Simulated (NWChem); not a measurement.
System: MgNH$_{2}$Cl; SMILES [NH2][Mg][Cl]

NWChem input:

```
start job
memory heap 200 mb stack 900 mb global 1100 mb
geometry units angstroms noautosym nocenter noautoz
  Mg    -0.098523    -0.293940    -0.059832
  Cl     0.377118     1.856405     0.060663
  N     -0.503862    -2.125539    -0.162443
  H      0.052349    -2.843959    -0.616519
  H     -1.322678    -2.584803     0.225446
end
basis spherical
  * library def2-svpd
end
dft
  xc pbe0
  iterations 150
end
property
  response 1 0.0
end
task dft property
```

Output (shortened):

```
             Northwest Computational Chemistry Package (NWChem) 7.3.0
             --------------------------------------------------------

                             Geometry "geometry" -> ""
                             -------------------------

 Output coordinates in angstroms (scale by  1.889725989 to convert to a.u.)

  No.       Tag          Charge          X              Y              Z
 ---- ---------------- ---------- -------------- -------------- --------------
    1 Mg                  12.0000    -0.09852300    -0.29394000    -0.05983200
    2 Cl                  17.0000     0.37711800     1.85640500     0.06066300
    3 N                    7.0000    -0.50386200    -2.12553900    -0.16244300
    4 H                    1.0000     0.05234900    -2.84395900    -0.61651900
    5 H                    1.0000    -1.32267800    -2.58480300     0.22544600

 Effective nuclear repulsion energy (a.u.)     104.2796127563

                              NWChem Property Module
                              ----------------------

                                 NWChem DFT Module
                                 -----------------

 Summary of "ao basis" -> "ao basis" (spherical)
 ------------------------------------------------------------------------------
       Tag                 Description            Shells   Functions and Types
 ---------------- ------------------------------  ------  ---------------------
 Mg                        def2-svpd                 9       21   4s4p1d
 Cl                        def2-svpd                11       27   5s4p2d
 N                         def2-svpd                 8       20   4s2p2d
 H                         def2-svpd                 4        8   2s2p

            General Information
            -------------------
          SCF calculation type: DFT
          Wavefunction type:  closed shell.
          No. of atoms     :     5
          No. of electrons :    38
           Alpha electrons :    19
            Beta electrons :    19
          Charge           :     0
          Spin multiplicity:     1
          Use of symmetry is: off; symmetry adaption is: off
          Maximum number of iterations: 150
          AO basis - number of functions:    84
                     number of shells:    36
          Convergence on energy requested:  1.00D-06
          Convergence on density requested:  1.00D-05
          Convergence on gradient requested:  5.00D-04

              XC Information
              --------------
                         PBE0 Method XC Functional
                     Hartree-Fock (Exact) Exchange  0.250
          PerdewBurkeErnzerhof Exchange Functional  0.750
            Perdew 1991 LDA Correlation Functional  1.000 local
           PerdewBurkeErnz. Correlation Functional  1.000 non-local

             Grid Information
             ----------------
          Grid used for XC integration:  medium
          Radial quadrature: Mura-Knowles
          Angular quadrature: Lebedev.
          Tag              B.-S. Rad. Rad. Pts. Rad. Cut. Ang. Pts.
          ---              ---------- --------- --------- ---------
          Mg                  1.50       88          12.0       590
          Cl                  1.00       88          12.0       590
          N                   0.65       49          13.0       434
          H                   0.35       45          14.0       434
          Grid pruning is: on
          Number of quadrature shells:   315
          Spatial weights used:  Erf1

      Superposition of Atomic Density Guess
      -------------------------------------

 Sum of atomic energies:        -714.10753176

      Non-variational initial energy
      ------------------------------

 Total energy =    -714.623164
 1-e energy   =   -1195.705519
 2-e energy   =     376.802742
 HOMO         =      -0.342064
 LUMO         =      -0.085769

   convergence    iter        energy       DeltaE   RMS-Dens  Diis-err
 ---------------- ----- ----------------- --------- --------- ---------
 d= 0,ls=0.0,diis     1   -715.6993653822 -8.20D+02  2.00D-02  5.16D-01
 d= 0,ls=0.0,diis     2   -715.6486668127  5.07D-02  9.29D-03  9.36D-01
 d= 0,ls=0.0,diis     3   -715.7612753493 -1.13D-01  2.09D-03  2.38D-02
 d= 0,ls=0.0,diis     4   -715.7637845582 -2.51D-03  7.97D-04  3.23D-03
 d= 0,ls=0.0,diis     5   -715.7642556580 -4.71D-04  1.18D-04  1.45D-05
  Resetting Diis
 d= 0,ls=0.0,diis     6   -715.7642578532 -2.20D-06  1.74D-05  1.40D-06
 d= 0,ls=0.0,diis     7   -715.7642580544 -2.01D-07  8.17D-06  6.54D-08

         Total DFT energy =     -715.764258054444
      One electron energy =    -1198.580731078512
           Coulomb energy =      430.658985121779
    Exchange-Corr. energy =      -52.122124854047
 Nuclear repulsion energy =      104.279612756336

 Numeric. integr. density =       38.000001669187

                       DFT Final Molecular Orbital Analysis
                       ------------------------------------

[...]

 DFT Linear Response polarizability / au
 Frequency  =       0.0000000 / au
              X              Y              Z
 -----------------------------------------------
 X      41.0886128      2.8849160      2.0135010
 Y       2.8849153     53.9831372      0.2271911
 Z       2.0135017      0.2271946     42.5361121
 -----------------------------------------------
 Eigenvalues =      39.3160698     54.6340452     43.6577471
 Isotropic   =      45.8692874
 Anisotropic =      13.6742395
 -----------------------------------------------

 Magnetic Dipole Response Matrix (nonzero elements):

 Exiting AOResponse driver routine
```

Level: PBE0/def2-SVPD. All runs use the structure optimised with PBE0/def2-SVP.
